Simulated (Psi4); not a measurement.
C$_{2}$H (SMILES [C-]#C), charge -1, singlet, geometry from GFN2-xTB (a gas-phase anion, which may not be bound at this level); CAM-B3LYP/6-31G (Psi4).

Psi4 was given this input:
```
memory 2 GB

molecule {
-1 1
  C    -0.00000000   -0.00000000   -0.47996454
  C     0.00000000    0.00000000    0.74605881
  H    -0.00000000   -0.00000000   -1.59656562
}

set basis 6-31g
set scf_type cd

energy('cam-b3lyp')
print_variables()
```

**Question.** What does Psi4 print? Leave out banner, timings and long lists.

**Answer.** 
```
   => Loading Basis Set <=

    Name: 6-31G
    Role: ORBITAL
    Keyword: BASIS

Traceback (most recent call last):
  File "psi4", line 375, in <module>
  File "<string>", line 24, in <module>
  File "site-packages/psi4/driver/driver.py", line 533, in energy
  File "site-packages/psi4/driver/procrouting/proc.py", line 2760, in run_scf
  File "site-packages/psi4/driver/procrouting/proc.py", line 1939, in scf_helper
  File "site-packages/psi4/driver/procrouting/proc.py", line 1433, in scf_wavefunction_factory
  File "site-packages/psi4/driver/procrouting/proc.py", line 1397, in build_functional_and_disp
  File "site-packages/psi4/driver/procrouting/dft/superfunctionals.py", line 135, in build_superfunctional

psi4.driver.p4util.exceptions.ValidationError: SCF: SCF_TYPE (CD) not supported for range-separated functionals, plese use SCF_TYPE = 'DF' to automatically select the correct JK build.

Printing out the relevant lines from the Psithon --> Python processed input file:
      H    -0.00000000   -0.00000000   -1.59656562
    """)
    core.IO.set_default_namespace("")
    core.set_global_option("BASIS", "6-31g")
    core.set_global_option("SCF_TYPE", "cd")
--> energy('cam-b3lyp')
    print_variables()

!----------------------------------------------------------------------------------!
!                                                                                  !
!  SCF: SCF_TYPE (CD) not supported for range-separated functionals, plese use     !
!     SCF_TYPE = 'DF' to automatically select the correct JK build.                !
!                                                                                  !
!----------------------------------------------------------------------------------!
```

The program refused the input.
